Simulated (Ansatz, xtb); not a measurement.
Species: SbH (charge 0, triplet). SMILES: [SbH]
Geometry from a B3LYP-D3(BJ)/def2-TZVP (Ansatz, an electronic-structure program) optimisation:
```xyz
2

Sb     0.0000     0.0000    -0.0331
H      0.0000     0.0000     1.6894
```
Charge 0, spin multiplicity 3.

Harmonic wavenumbers from GFN2-xTB (xtb, at its own minimum), cm⁻¹: 1355.

Q: Give the harmonic wavenumbers at B3LYP-D3(BJ)/def2-TZVP (Ansatz, finite differences of forces, unscaled).

A: 1906 cm⁻¹. Zero-point energy 2.7 kcal/mol.

Q: From these and the geometry, give the ideal-gas thermochemistry at 298.15 K and 1 atm (rigid rotor, harmonic oscillator).

A: Point group C∞v, rotational symmetry number 1. Rotational constants 170.4, 170.4 GHz. S(trans) 40.33, S(rot) 9.13, S(vib) 0.00, S(elec, spin only) 2.18, S 51.6 cal/(mol K). H(298) - H(0) 2.07 kcal/mol; G - E(el) -10.6 kcal/mol.
